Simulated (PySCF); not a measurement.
B(H)(Cl)(OMe) (CH4BClO), SMILES B(OC)Cl. The structure is a stationary point at PBE0-D3(BJ)/def2-SVP. One conformer was computed; it need not be the lowest.

Computed equilibrium geometry at PBE0-D3(BJ)/def2-SVP (PySCF confirms it by a frequency run) as Cartesian coordinates in Å, and its point group (one conformer of several):
point group Cs.
```xyz
8

B     -0.5125     0.0575     0.0000
H     -1.7044    -0.1387     0.0000
Cl     0.0863     1.7104     0.0000
O      0.3774    -0.9360     0.0000
C      0.0043    -2.2928     0.0000
H      0.4223    -2.7820    -0.8924
H      0.4223    -2.7820     0.8924
H     -1.0907    -2.4162     0.0000
```
